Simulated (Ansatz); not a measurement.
The first iterations of a band of ClFH₅NO₂Zr (11 atoms, charge 0, multiplicity 1).

These are results of RKS PBE/def2-SVP (Ansatz), not measurements.

| Quantity | Value |
| --- | --- |
| movable images | 9 |
| climbing image | yes |
| spring | 5.0 eV/Å² |
| optimiser | quadratic models (default) |
| start path | through a guess of the saddle point |
| force threshold | 0.05 eV/Å |
| iteration limit | 60 |
| end points | relaxed |

Image 0:

```xyz
11
Properties=species:S:1:pos:R:3
Zr 0.026 -0.139 0.016
O 0.058 0.025 2.063
H -0.311 0.588 2.759
Cl 2.176 0.305 -0.937
N -1.040 1.519 -0.468
H -1.966 1.523 -0.912
H -0.731 2.493 -0.358
O -1.077 -1.489 -0.800
H -1.346 -2.413 -0.919
F 0.953 -1.970 1.327
H 0.658 -1.269 2.010
```

Image 10:

```xyz
11
Properties=species:S:1:pos:R:3
Zr 0.067 -0.572 -0.051
O 0.748 0.561 1.998
H -0.118 0.971 2.208
Cl 2.265 -0.187 -0.922
N -1.163 1.081 0.065
H -2.032 1.146 -0.478
H -0.893 2.036 0.333
O -0.889 -1.547 -1.399
H -1.321 -2.207 -1.957
F -0.032 -1.864 1.424
H 0.765 -0.243 2.562
```

| iteration | highest image above the first end (eV) | largest band force component (eV/Å) |
| --- | --- | --- |
| 1 | 3.020 | 23.715 |
| 2 | 1.143 | 2.019 |
| 3 | 0.347 | 1.408 |
| 4 | 0.407 | 3.942 |
| 5 | 0.154 | 1.647 |

Does the band converge within its limit, and where does its top end?

The run converged. It ended after 17 iterations with the highest image 0.005 eV above the first end. The top lies less than 8 meV above the higher end, about what the thresholds resolve: that end is a shoulder or a very shallow well. A vibrational analysis at the climbing image gives one clearly imaginary mode, 157i cm⁻¹: a first-order saddle point.

The run took 4.5 min on 4 threads of Intel(R) Xeon(R) Platinum 8223CL CPU @ 3.00GHz (Skylake/Cascade Lake) (shared host), peak memory 0.23 GiB.
